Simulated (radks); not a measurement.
Values are calculated unless marked as measured or tabulated.
Problem. All-electron atom: Fe9+ in [Ne] 3s2 3p5. Code: a radial shooting solver on a logarithmic mesh with Libxc functionals. Model: Dirac Kohn-Sham, PBE, spin-unpolarised, spherical densities, finite nucleus; open shells fill j = l - 1/2 first; Fermi nuclear charge, rms radius 3.7377 fm.

Spin-orbit splittings of the eigenvalues, e(l+1/2) - e(l-1/2), with zeta = 2 splitting/(2l+1) and mean radii in bohr:

shell  occ.  splitting (eV)  zeta (eV)  <r> j=l-1/2  <r> j=l+1/2
2p        6           12.52      8.346       0.2327       0.2357
3p        5               ?          ?       0.7396       0.7453

Estimate the 3p splitting.

Solution. 2.087 eV (zeta = 1.391 eV).
